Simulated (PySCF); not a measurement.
These compounds are isomers of formula C7H11BO2.

A. SMILES C=C(C)/C=C\[C@H]1COBO1
B. `[BH2-]1OC=CC(C2CCC2)=[O+]1`
C. `C1OB(/C=C\C=C)OCC1`

Spectrum 1. ¹H NMR (400 MHz, computed): δ 7.75 (d, 1H), 5.80 (d, 1H), 3.72 (br, 2H), 2.92 (m, 1H), 2.48 (m, 2H), 2.08 (m, 1H), 2.08 (m, 1H), 2.03 (m, 2H). ¹³C{¹H} NMR (computed): δ 207.6 (C), 185.4 (CH), 101.6 (CH), 41.5 (CH), 25.8 (CH2), 17.8 (CH2).

Spectrum 2. ¹H NMR (400 MHz, computed): δ 6.09 (d, 1H), 5.64 (m, 1H), 5.44 (m, 1H), 5.33 (m, 1H), 5.30 (m, 1H), 4.23 (m, 1H), 4.17 (br, 1H), 3.66 (m, 1H), 1.90 (s, 3H). ¹³C{¹H} NMR (computed): δ 149.2 (C), 139.5 (CH), 139.1 (CH), 130.5 (CH2), 75.8 (CH), 74.1 (CH2), 23.9 (CH3).

Spectrum 3. ¹H NMR (400 MHz, computed): δ 7.79 (m, 1H), 6.77 (m, 1H), 5.49 (m, 1H), 5.48 (d, 1H), 5.43 (m, 1H), 4.03 (m, 4H), 1.68 (m, 2H). ¹³C{¹H} NMR (computed): δ 159.6 (CH), 146.4 (CH), 132.1 (CH), 128.7 (CH2), 62.7 (CH2), 29.4 (CH2).

Single conformer, non-relativistic, fast rotation and ring inversion assumed for equivalent nuclei, no solvent model. Structure optimised with PBE0-D3(BJ)/def2-SVP; NMR shieldings at PBE0/pcSseg-1/GIAO; PySCF 2.14.0 with density-fitted response routines.

δ = σ(ref) − σ, references computed at the same level: TMS for ¹H and ¹³C. Where no couplings were computed, multiplicities follow the n + 1 count of equivalent neighbours, and m marks all less simple cases (inequivalent or close neighbours, rings, F or P nearby). Couplings to H on boron are left out. Carbons bonded to boron are broad in practice. Shifts are as computed. Against solution values, carbons near 30 ppm lie about +2 ppm off and those near 130 ppm about +5 ppm. Of 1313 compounds with measured shifts, 239 miss one by over three times the rms of a fit or turn the order of signals round; such compounds aren't used in these exercises.

Question: Which spectrum belongs to which compound?

Answer: 1–B, 2–A, 3–C.

- Spectrum 1 (B): 6 ¹³C signals; δC 207.6 is a ketone carbonyl carbon; δC 185.4 is an alkene carbon bearing oxygen.
- Spectrum 2 (A): 7 ¹³C signals; δC 149.2 is a fully substituted alkene carbon; δC 139.5 is an alkene CH.
- Spectrum 3 (C): 6 ¹³C signals; δC 159.6 is an alkene CH; δC 146.4 is an alkene CH.
